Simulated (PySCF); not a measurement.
# Computed records: CH₄BClO, CH₅BOSi, CH₆OSi, CH₃ClOSi

Computed with PySCF 2.14.0. Calculation on a computer-drawn molecule: the log of a Hartree-Fock and frozen-core CCSD(T) single point meant for a local Hartree-Fock minimum, with one planted fault or none, to be diagnosed. Offsets are logged minus clean, where the clean run is the same molecule without the fault. The reference is restricted for singlets and unrestricted otherwise, and also for a bond in bohr or an excited solution. Adding or removing an electron swaps singlet and doublet. The excited solution moves the top pair (singlet) or top alpha electron (doublet) to the lowest empty orbital. Highest occupied and lowest empty are orbital energies over both spins, largest force is the largest gradient component, triples share is (T) over the correlation energy, the T1 limit is 0.02 restricted and 0.045 unrestricted, electrons count all cores, a negative frequency is imaginary (commonest isotopes), and the dipole is about the centre of nuclear charge.

Common to all runs: meant charge 0; meant multiplicity 1; meant basis cc-pV(D+d)Z; logged SCF converged yes; logged CC converged yes; logged SCF stable within its kind yes; possible faults no fault, one electron removed, one electron added, multiplicity raised by two, geometry at a saddle point, SCF held on an excited solution, minimal basis STO-3G, one bond length entered in bohr, all coordinates scaled.

(1) CH₄BClO

Logged structure:
```xyz
8
CH4BClO
O      0.3352    -1.3436     0.4222
C      0.6058    -0.6822    -0.7793
B      0.6335    -1.6248    -2.0335
Cl     0.3587    -3.3565    -1.9413
H      0.3375    -0.7193     1.1312
H     -0.1349     0.1046    -0.9944
H      1.5781    -0.1642    -0.7566
H      0.8517    -1.1585    -3.1117
```

```
logged electrons                     : 40
logged basis functions               : 85
logged spin squared                  : 0
logged highest occupied              : -11.619 eV
logged lowest empty                  : 2.6436 eV
logged largest force                 : 3.217e-05 hartree/bohr
logged lowest frequency              : 129.04 cm⁻¹
logged T1 diagnostic                 : 0.011356
logged D1 diagnostic                 : 0.042523
logged triples share                 : 0.024813
logged dipole magnitude              : 2.9656 debye
logged energy HF                     : -599.28232 hartree
logged energy CCSD(T)                : -599.88493 hartree
planted fault                        : no fault
HF energy offset from clean run      : 0 kcal/mol
CCSD(T) energy offset from clean run : 0 kcal/mol
```

Drawn bonds:
```tsv
atom	other atom	order
1	2	1
2	3	1
3	4	1
1	5	1
2	6	1
2	7	1
3	8	1
```

(2) CH₅BOSi

Logged structure:
```xyz
9
CH5BOSi
O     -2.6805     1.7805     0.6204
C     -3.1925     0.5204     0.1320
B     -3.3621    -0.2995     1.4831
Si    -3.0179     1.2444     2.7576
H     -2.9449     2.5324     0.1100
H     -2.4929     0.1039    -0.5968
H     -4.1561     0.6677    -0.3679
H     -3.6723    -1.4561     1.5071
H     -1.5410     0.9338     2.8890
```

```
logged electrons        : 39
logged basis functions  : 90
logged spin squared     : 0.7865
logged highest occupied : 0.99336 eV
logged lowest empty     : 7.3605 eV
logged largest force    : 0.059567 hartree/bohr
logged T1 diagnostic    : 0.037529
logged D1 diagnostic    : 0.21751
logged triples share    : 0.031857
logged dipole magnitude : 7.8833 debye
logged energy HF        : -429.11366 hartree
logged energy CCSD(T)   : -429.69544 hartree
planted fault           : ?
```

Drawn bonds:
```tsv
atom	other atom	order
1	2	1
2	3	1
3	4	1
1	5	1
2	6	1
2	7	1
3	8	1
4	9	1
```

Notes: highest electron not bound in this basis.

(3) CH₆OSi

Logged structure:
```xyz
9
CH6OSi
O      0.3594    -0.7230     2.9569
C      0.4908    -1.4320     1.7396
Si    -0.2921    -0.4895     0.2897
H     -0.5506    -0.7109     3.2136
H      0.0811    -2.4464     1.8209
H      1.5619    -1.5507     1.5647
H     -1.7213    -0.2327     0.6015
H      0.3902     0.8083     0.0873
H     -0.2066    -1.2912    -0.9560
```

```
logged electrons        : 34
logged basis functions  : 81
logged spin squared     : 0
logged highest occupied : -11.025 eV
logged lowest empty     : 4.1451 eV
logged largest force    : 3.204e-05 hartree/bohr
logged lowest frequency : 178.49 cm⁻¹
logged T1 diagnostic    : 0.010313
logged D1 diagnostic    : 0.026727
logged triples share    : 0.023082
logged dipole magnitude : 1.4115 debye
logged energy HF        : -405.1433 hartree
logged energy CCSD(T)   : -405.63583 hartree
planted fault           : ?
```

Drawn bonds:
```tsv
atom	other atom	order
1	2	1
2	3	1
1	4	1
2	5	1
2	6	1
3	7	1
3	8	1
3	9	1
```

(4) CH₃ClOSi

Logged structure:
```xyz
7
CH3ClOSi
O     -1.6397    -0.9525     1.0496
C     -0.7973    -0.7530    -0.0615
Si     0.4875     0.5654     0.4483
Cl     1.5390     0.6059    -1.3877
H     -2.2957    -1.6019     0.8448
H     -0.2787    -1.6748    -0.3608
H     -1.3504    -0.4042    -0.9451
```

```
logged electrons        : 47
logged basis functions  : 89
logged spin squared     : 0.774
logged highest occupied : -17.394 eV
logged lowest empty     : -7.2326 eV
logged largest force    : 0.06113 hartree/bohr
logged T1 diagnostic    : 0.022344
logged D1 diagnostic    : 0.10951
logged triples share    : 0.029968
logged dipole magnitude : 2.093 debye
logged energy HF        : -862.6147 hartree
logged energy CCSD(T)   : -863.19354 hartree
planted fault           : ?
```

Drawn bonds:
```tsv
atom	other atom	order
1	2	1
2	3	1
3	4	1
1	5	1
2	6	1
2	7	1
```

**Q.** Which fault was planted in the run of CH₅BOSi (entry 2)?
**A.** one electron added

**Q.** Which fault was planted in the run of CH₆OSi (entry 3)?
**A.** no fault

**Q.** Which fault was planted in the run of CH₃ClOSi (entry 4)?
**A.** one electron removed

Further results for CH₅BOSi (entry 2):

```
HF energy offset from clean run      : 41.62 kcal/mol
CCSD(T) energy offset from clean run : 28.5 kcal/mol
```

Further results for CH₆OSi (entry 3):

```
HF energy offset from clean run      : 0 kcal/mol
CCSD(T) energy offset from clean run : 0 kcal/mol
```

Further results for CH₃ClOSi (entry 4):

```
HF energy offset from clean run      : 189.7 kcal/mol
CCSD(T) energy offset from clean run : 203.4 kcal/mol
```
